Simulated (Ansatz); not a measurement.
The first iterations of a band of ClH₅W (7 atoms, charge 0, multiplicity 1).

Method: Ansatz 0.2.0, RKS revPBE/def2-SVP.

* movable images: 5
* climbing image: yes
* spring: 5.0 eV/Å²
* optimiser: quadratic models (default)
* start path: through a guess of the saddle point
* force threshold: 0.03 eV/Å
* iteration limit: 60
* end points: relaxed

First end point:

```xyz
7
Properties=species:S:1:pos:R:3
W -0.010 0.176 0.379
Cl 0.942 0.283 2.455
H 1.338 -0.734 0.025
H -0.130 1.725 -0.334
H -1.518 -0.627 0.428
H -0.153 -1.178 -0.617
H 0.753 0.356 -1.115
```

Last end point:

```xyz
7
Properties=species:S:1:pos:R:3
W -0.108 0.171 -0.042
Cl 0.408 -0.897 2.062
H 1.438 0.575 0.441
H 0.310 1.797 -0.411
H -1.478 0.092 0.961
H 1.005 -1.050 -0.278
H -0.353 -0.688 -1.511
```

| iteration | highest image above the first end (eV) | largest band force component (eV/Å) |
| --- | --- | --- |
| 1 | 6.734 | 6.511 |
| 2 | 4.699 | 2.437 |
| 3 | 3.487 | 3.950 |
| 4 | 3.013 | 2.562 |
| 5 | 2.674 | 1.317 |
| 6 | 2.674 | 1.288 |
| 7 | 2.489 | 1.323 |
| 8 | 2.373 | 1.086 |
| 9 | 2.151 | 1.123 |
| 10 | 1.778 | 1.183 |

Does the band converge within its limit, and where does its top end?

It converged. It ended after 30 iterations with the highest image 1.347 eV above the first end. The profile has 3 maxima (images 1, 3, 5) with wells between them (images 2, 4): this band takes more than one step, which may be the mechanism or a detour left from its start path. The top lies less than 8 meV above the higher end, about what the thresholds resolve: that end is a shoulder or a very shallow well. A vibrational analysis at the climbing image gives one clearly imaginary mode, 375i cm⁻¹: a first-order saddle point.

Time of the run: 2.6 min on 2 threads of AMD EPYC 7B13 (Zen 3), with other jobs on the host, peak memory 0.15 GiB.
